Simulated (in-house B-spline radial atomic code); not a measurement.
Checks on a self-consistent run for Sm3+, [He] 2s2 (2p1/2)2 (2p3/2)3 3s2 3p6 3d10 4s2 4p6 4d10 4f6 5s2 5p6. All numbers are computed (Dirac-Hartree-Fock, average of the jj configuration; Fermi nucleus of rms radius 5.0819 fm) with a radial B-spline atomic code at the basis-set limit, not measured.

```tsv
orbital	q	ε (Eh)	<1/r>	<r²>	small-component weight
1s1/2	2	-1741.43096	68.8355	0.000703718	0.053157
2s1/2	2	-293.21923	16.4542	0.0109286	0.011805
2p1/2	2	-278.89528	16.4042	0.00795738	0.011816
2p3/2	3	-256.48237	14.5812	0.00930222	0.010949
3s1/2	2	-67.65456	6.04617	0.072073	0.0037819
3p1/2	2	-61.11861	5.95837	0.0671464	0.0037178
3p3/2	4	-56.28963	5.54981	0.0739999	0.0035553
3d3/2	4	-45.10434	5.39452	0.0587936	0.0033855
3d5/2	6	-43.96412	5.27273	0.0608797	0.0033107
4s1/2	2	-15.20292	2.50278	0.367146	0.0011705
4p1/2	2	-12.55344	2.40012	0.386542	0.0010996
4p3/2	4	-11.47659	2.262	0.422884	0.0010372
4d3/2	4	-7.01865	2.04379	0.4851	0.00087231
4d5/2	6	-6.80397	2.00341	0.501133	0.00084887
4f5/2	2.5714	-1.65738	1.52795	0.884634	0.00052658
4f7/2	3.4286	-1.63230	1.5128	0.904062	0.00051825
5s1/2	2	-3.03753	0.950533	2.1492	0.00023863
5p1/2	2	-2.19646	0.855337	2.61918	0.0001983
5p3/2	4	-2.03804	0.807111	2.88926	0.00018136
```

Electron-electron repulsion V_ee = 3658.3279 hartree.

Question: What total energy follows from the eigenvalues?

Answer: The eigenvalues count the repulsion twice, so E = Σqε - V_ee = -6522.241 - 3658.328 = -10180.569 hartree; the run printed -10180.569.

Question: Does the Dirac virial theorem hold?

Answer: For a point nucleus E = -2c²Σq·w, with w the small-component weight. Here Σq·w = 0.27103 and c = 137.0360, so the ratio E/(-2c²Σq·w) is 1.000120; the finite nucleus accounts for the departure from 1.

Question: What diamagnetic shielding (Lamb formula) and susceptibility (Langevin formula) do the radii give?

Answer: σ = (α²/3)Σq<1/r> = 401.559/(3·137.036²) = 7127.9 ppm, and χ = -0.79199×10⁻⁶·Σq<r²> = -28.4×10⁻⁶ cm³/mol with Σq<r²> = 35.856 bohr². Both are non-relativistic formulas without the paramagnetism of open shells; for so heavy an element the full relativistic shielding is larger by tens of per cent.
